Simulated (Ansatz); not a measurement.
Start from `C[O][W](=[S])(=[S])[N](C)C` and change one atom or group to get `C[N](C)[W]([OH])(=[S])=[S]`.

Ansatz, PBE0-D4/def2-TZVP geometries, multiplicity 1. Each molecule was computed in one conformer, which needn't be the lowest.

Elements past krypton have def2 core potentials.

```
                                          property  `C[O][W](=[S])(=[S])[N](C)C`
  size of the dipole moment (B3LYP/def2-TZVPP) / D                          3.81
                LUMO energy (PBE0/def2-TZVPP) / eV                         -2.18
             HOMO–LUMO gap (B3LYP/def2-TZVPP) / eV                          4.22
                 LUMO energy (PBE/def2-TZVPP) / eV                         -2.85
             LUMO energy (ωB97M-V/def2-TZVPP) / eV                         -0.24
size of the dipole moment (ωB97M-V/def2-TZVPP) / D                          3.75
```

(1) Give the same properties after the change, and the shifts. (Estimate.)

Answers

(1) Computed: 
| property | `C[N](C)[W]([OH])(=[S])=[S]` | shift |
| --- | --- | --- |
| size of the dipole moment (B3LYP/def2-TZVPP) / D | 4.07 | 0.26 |
| LUMO energy (PBE0/def2-TZVPP) / eV | -2.42 | -0.24 |
| HOMO–LUMO gap (B3LYP/def2-TZVPP) / eV | 4.15 | -0.07 |
| LUMO energy (PBE/def2-TZVPP) / eV | -3.09 | -0.24 |
| LUMO energy (ωB97M-V/def2-TZVPP) / eV | -0.46 | -0.22 |
| size of the dipole moment (ωB97M-V/def2-TZVPP) / D | 4.01 | 0.26 |

With PBE0 the HOMO falls by 0.17 eV and the LUMO falls by 0.24 eV, so the gap narrows by about 0.07 eV. PBE moves the HOMO by -0.16 eV and ωB97M-V by -0.18 eV. Dipoles are sizes alone; their direction can turn.

B3LYP here is the variant with VWN-RPA as its local correlation; programs differ in this.
